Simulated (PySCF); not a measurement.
WCl3 at several levels of theory

All levels use the PBE0 minimum (quartet; W–Cl 2.269 Å (×3); Cl–W–Cl 120.0° (×3)), basis [W def2-SVP with ECP60, Cl def2-SVP], scalar-relativistic core potentials, density fitting, no spin–orbit coupling, PySCF. For vertical energies the ionised species is a triplet (spins chosen at PBE0 and kept) and the electron-attached one a triplet. Atomisation goes to high-spin ground-configuration atoms, without zero-point energy. Open shells are unrestricted, also as the reference of the correlated levels. A dash marks a value that was not computed or is not defined at that level.

Z-matrix (Å, degrees; charge 0 multiplicity 4):
```
W
Cl 1 2.2685
Cl 1 2.2685 2 120.00
Cl 1 2.2685 2 120.00 3 180.00
```

| level | atomisation (kJ/mol) | vertical IP (eV) | vertical EA (eV) | −ε(HOMO) (eV) |
| --- | --- | --- | --- | --- |
| PBE0 | 1290 | 8.85 | 1.01 | 6.78 |
| HF | 907 | 9.23 | -0.11 | 10.68 |
| MP2 | – | ? | ? | – |
| PBE | 1345 | 8.32 | 1.01 | 5.16 |
| r2SCAN | – | 8.70 | 0.95 | 5.71 |
| B3LYP | ? | ? | ? | ? |
| TPSSh | 1308 | 8.63 | 1.01 | 5.97 |

Task: Fill in the row of MP2.

Result: vertical IP (eV) 8.42, vertical EA (eV) 0.79.

Task: Fill in the row of B3LYP.

Result: atomisation (kJ/mol) 1237, vertical IP (eV) 8.60, vertical EA (eV) 1.14, −ε(HOMO) (eV) 6.31.

Without diffuse functions attachment energies tend to come out too low.

Open d and f shells are described by one determinant, and the ground state may have another occupation or spin. With an element this heavy the missing spin–orbit coupling can shift these numbers.
